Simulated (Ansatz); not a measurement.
BiH2(NMe2) (C2H8BiN): single points at one geometry.

```yaml
crystal:
  periodic: [false, false, false]
  atoms:
    - {symbol: Bi, position_ang: [0.709103, 1.610333, 1.315360]}
    - {symbol: H, position_ang: [2.281516, 1.353857, 0.385600]}
    - {symbol: H, position_ang: [0.239904, 2.875714, 0.093954]}
    - {symbol: N, position_ang: [-0.487071, 0.082542, 0.258085]}
    - {symbol: C, position_ang: [-0.337802, 0.052285, -1.182715]}
    - {symbol: C, position_ang: [-0.371979, -1.236848, 0.851844]}
    - {symbol: H, position_ang: [0.660525, -0.316664, -1.542873]}
    - {symbol: H, position_ang: [-0.497175, 1.060459, -1.615865]}
    - {symbol: H, position_ang: [-1.107808, -0.626351, -1.622197]}
    - {symbol: H, position_ang: [-0.490666, -1.188609, 1.955037]}
    - {symbol: H, position_ang: [-1.189574, -1.892559, 0.468062]}
    - {symbol: H, position_ang: [0.591017, -1.774150, 0.635718]}
basis:
  gaussian: {orbitals: def2-SVP, initial_orbitals: start.molden}
hamiltonian: {xc: pbe, dispersion: d4}
scf: {omitted_lower_state_checks: [starts]}
output: {orbitals: {seedname: orbitals}}
```

The file start.molden holds the orbitals of an earlier run on this structure, at another level or in another basis.

```sh
$ ansatz run in.yaml --threads 4 --pin off --events-out ev --progress --plain --max-ram 3916MiB
```

Shortened log:

```
Functional definition: PBE
  name "PBE"
  cite "Perdew, Burke & Ernzerhof, Phys. Rev. Lett. 77, 3865 (1996) doi:10.1103/PhysRevLett.77.3865"
  parent pbe
  parameter kappa = 0.804
  parameter beta = 0.06672455060314922
  exchange = pbe_x(kappa = kappa, mu = beta*pi^2/3)
  correlation = pbe_c(beta = beta)
these checks for a lower state are left out or cut short: starts
1228 factors; their error is unknown
mean field evaluation 1: about -9526.5400 eV, gradient 2.3e1 eV
mean field evaluation 2: about -9526.7895 eV, gradient 3.8e-1 eV
mean field evaluation 4: about -9526.7208 eV, gradient 3.1e-1 eV
mean field evaluation 8: about -9526.7210 eV, gradient 2.0e-5 eV
mean field -9526.72102363 eV, -350.1005401748 hartree, gradient 2.0e-5 eV, S^2 0.000000; 0 other end points of the search recorded, 0 dependent functions left out
reference -9526.72105984 eV, -350.1005415055 hartree; 25, 25 occupied and 83, 83 virtual orbitals, 1228 factors
Total energy: -9526.99522706 eV, -350.1106169652 hartree
Checks for a lower state left out: starts
```

It took 2.2 s on 4 threads of Intel Xeon on a shared host.

First input, but with `gaussian: {orbitals: def2-TZVP, initial_orbitals: start.molden}`, `hamiltonian: {xc: {name: r2SCAN0}, dispersion: d4}`, `output: {forces: true, orbitals: {seedname: orbitals}}` (abridged; 9.5 s):

```
Functional definition: r2SCAN0
mean field -9533.72196101 eV, -350.3578198783 hartree, gradient 1.1e-5 eV, S^2 0.000000
Total energy: -9533.80059075 eV, -350.3607094681 hartree
Atom 0 force    -0.186536    -0.412922    -1.046317 eV/Å
Atom 1 force    -0.436830     0.027419     0.241856 eV/Å
Atom 2 force     0.107564    -0.315699     0.328695 eV/Å
Atom 3 force     0.504653     0.335435     0.261151 eV/Å
Atom 4 force     0.064324    -0.078281    -0.466607 eV/Å
Atom 5 force     0.017262    -0.447880     0.113926 eV/Å
Atom 6 force    -0.614256     0.230408     0.311409 eV/Å
Atom 7 force     0.097278    -0.626316     0.329154 eV/Å
Atom 8 force     0.455092     0.406253     0.306785 eV/Å
Atom 9 force     0.075495     0.020676    -0.691081 eV/Å
Atom 10 force     0.492676     0.438624     0.209387 eV/Å
Atom 11 force    -0.576722     0.422284     0.101643 eV/Å
Dipole moment:     0.077412    -0.003190     0.221508 e Å
Checks for a lower state left out: starts
```

The first input with `gaussian: {orbitals: def2-TZVP, initial_orbitals: start.molden}`, `hamiltonian: {xc: {name: BLYP}, dispersion: d4}` (abridged; 3.7 s):

```
Functional definition: BLYP
mean field -9532.71128715 eV, -350.3206782988 hartree, gradient 1.4e-5 eV, S^2 0.000000
Total energy: -9533.31265097 eV, -350.3427780117 hartree
Checks for a lower state left out: starts
```

First input, but with `gaussian: {orbitals: def2-TZVP, initial_orbitals: start.molden}`, `hamiltonian: {xc: {name: B97M-V}}` (abridged; 12 s):

```
Functional definition: B97M-V
mean field -9535.10570549 eV, -350.4086715501 hartree, gradient 2.8e-5 eV, S^2 0.000000
Total energy: -9535.10577448 eV, -350.4086740853 hartree
Checks for a lower state left out: starts
```

As the first input, with `gaussian: {orbitals: def2-TZVP, initial_orbitals: start.molden}`, `hamiltonian: {xc: {name: CAM-B3LYP}, dispersion: d4}` (abridged; 6 s):

```
Functional definition: CAM-B3LYP
mean field -9532.55151495 eV, -350.3148067788 hartree, gradient 1.8e-5 eV, S^2 0.000000
Total energy: -9532.78809212 eV, -350.3235008296 hartree
Checks for a lower state left out: starts
```

The first input with `gaussian: {orbitals: def2-TZVP, initial_orbitals: start.molden}`, `hamiltonian: {xc: pbe}`, `correlation: {method: rpa}` and without the key `output` (abridged; 9 s):

```
Functional definition: PBE
mean field -9531.17276771 eV, -350.2641387525 hartree, gradient 3.0e-6 eV, S^2 0.000000
7 core orbitals not correlated: weight in the atoms' cores, before any rotation towards them, 1.000 or more for the frozen orbitals, at most 0.000 for the correlated occupied ones
Total energy: -9519.54785309 eV, -349.8369310196 hartree
Checks for a lower state left out: starts
```

As the first input, with `gaussian: {orbitals: def2-TZVP, initial_orbitals: start.molden}`, `correlation: {method: ccsd_t}` and without the key `hamiltonian` (abridged; 1.9 min):

```
Functional definition: HF
mean field -9480.07377084 eV, -348.3862852537 hartree, gradient 1.2e-6 eV, S^2 0.000000
7 core orbitals not correlated: weight in the atoms' cores, before any rotation towards them, 1.000 or more for the frozen orbitals, at most 0.000 for the correlated occupied ones
second order -27.22066306 eV of doubles, -0.00000000 eV of singles
cycle   1  -26.61804948 eV  change    6.0e-1 eV  update   1.3e-1
cycle   2  -27.40884908 eV  change   -7.9e-1 eV  update   4.0e-2
cycle   3  -27.57298982 eV  change   -1.6e-1 eV  update   2.2e-2
cycle   4  -27.55614550 eV  change    1.7e-2 eV  update   6.8e-3
cycle   5  -27.55078939 eV  change    5.4e-3 eV  update   3.6e-3
cycle   6  -27.55258933 eV  change   -1.8e-3 eV  update   1.4e-3
cycle   7  -27.55200420 eV  change    5.9e-4 eV  update   7.1e-4
cycle   8  -27.55176545 eV  change    2.4e-4 eV  update   3.0e-4
cycle   9  -27.55202114 eV  change   -2.6e-4 eV  update   1.4e-4
cycle  10  -27.55200354 eV  change    1.8e-5 eV  update   5.2e-5
cycle  11  -27.55199666 eV  change    6.9e-6 eV  update   2.1e-5
perturbative correction -0.96950264 eV, -0.0356285648 hartree
Total energy: -9508.59527014 eV, -349.4344310204 hartree
Checks for a lower state left out: starts
```

Geometry: PBE-D4/def2-SVP.

In the def2 sets Bi takes a core potential; there is no spin–orbit coupling. Correlated methods freeze 7 core orbitals; core or outer-core shells of Bi are correlated, in sets that lack core-valence functions.
